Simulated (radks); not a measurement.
Dipole-allowed excitations along the series with 30 electrons in [Ar] 3d10 4s2. Method: scalar-relativistic Kohn-Sham, LDA (Slater exchange, Perdew-Wang correlation), spin-unpolarised, spherical densities, finite nucleus; Fermi nuclear charge, rms radius of each element as measured or else 0.836 A^(1/3) + 0.57 fm; computed with a radial shooting solver on a logarithmic mesh with Libxc functionals. Time-dependent linear response with the Hartree and adiabatic LDA kernel, continuum included through the Sternheimer equations, no spin-orbit coupling, so fine structure and intercombination lines are absent. Lines are the poles of the dipole polarisability below minus the highest occupied eigenvalue, found on a grid refined at the orbital gaps; the lowest seven at most are given, and weak or close lines can be missed. The first line takes the name of the lowest orbital gap if no other gap lies below it; otherwise a line is named after a gap within 0.6 % of it, if that gap stands alone.

species,-e(HOMO) (eV),lowest orbital gap (eV),first line (eV),f,static alpha (bohr^3),measured (eV)
Zn,6.219,4s-4p 4.990,5.758 (4s-4p),1.15,36.16,4s-4p 5.796
Ga+,16.653,4s-4p 7.354,9.046 (4s-4p),1.58,16.70,4s-4p 8.766
Ge2+,29.631,4s-4p 9.514,11.818 (4s-4p),1.63,9.853,-
As3+,44.860,4s-4p 11.612,14.419 (4s-4p),1.62,6.522,-
Se4+,62.191,4s-4p 13.688,16.943 (4s-4p),1.60,4.624,-
Br5+,81.537,4s-4p 15.762,19.432 (4s-4p),1.57,3.434,-

Measured values: term averages from the NIST Handbook of Basic Atomic Spectroscopic Data.
